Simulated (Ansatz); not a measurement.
**A van 't Hoff estimate for InH3 + C2HFI2 ⇌ InH2I + C2H2FI**

Species: InH3 `[InH3]`, singlet; C2HFI2 `F/C(I)=C\I`, singlet; InH2I `[InH2][I]`, singlet; C2H2FI `C=C(F)I`, singlet. The partners trade H for I: In–H and C–I bonds give way to In–I and C–H.

The electronic reaction energy at CCSD(T)/def2-TZVPP is -204.4 kJ/mol. Shapes: PBE0-D4/def2-TZVP. Programs: Ansatz 0.2.0. Enthalpy and entropy come from rigid-rotor, harmonic-oscillator sums on unscaled PBE0-D4/def2-TZVP wavenumbers, ideal gases at 1 bar. Symmetry numbers: InH3 6, C2HFI2 1, InH2I 2, C2H2FI 1. R = 8.3145 J/(mol K).

| T (K) | ΔH (kJ/mol) | ΔS (J/(mol K)) |
| --- | --- | --- |
| 300 | -191.8 | +14.4 |
| 500 | ? | ? |
| 700 | -193.7 | +10.3 |

Work out ln K at 300 and 700 K, and from these estimate it at 500 K.


1. 300 K: ΔG = -191.8 − 300 × (+14.4)/1000 = -196.1 kJ/mol; ln K = −ΔG/RT = +78.62.
2. 700 K: ΔG = -193.7 − 700 × (+10.3)/1000 = -200.9 kJ/mol; ln K = −ΔG/RT = +34.52.
3. Slope against 1000/T: (+34.52 − (+78.62))/(1.4286 − 3.3333) = +23.15, that is −ΔH/R with ΔH near -192 kJ/mol.
4. 500 K: ln K = +78.62 + (+23.15) × (2.0000 − 3.3333) = +47.75.

The full sums give ΔH = -192.7 kJ/mol, ΔS = +12.0 J/(mol K), ΔG = -198.7 kJ/mol and ln K = +47.80 at 500 K, so the line is off by -0.05 in ln K; without rounding the miss is -0.05, from the change of ΔH with temperature. The products are favoured over this whole range. An error of 10 kJ/mol in the energy moves ln K by 2.4 at 500 K. Soft modes are treated as harmonic, which can err either way at these temperatures; the lowest are those of C2HFI2 (129 cm⁻¹), InH2I (199 cm⁻¹). For atoms past krypton def2 sets carry core potentials with scalar relativity. Outer-core shells of I, In are correlated, in sets that cover them unevenly.
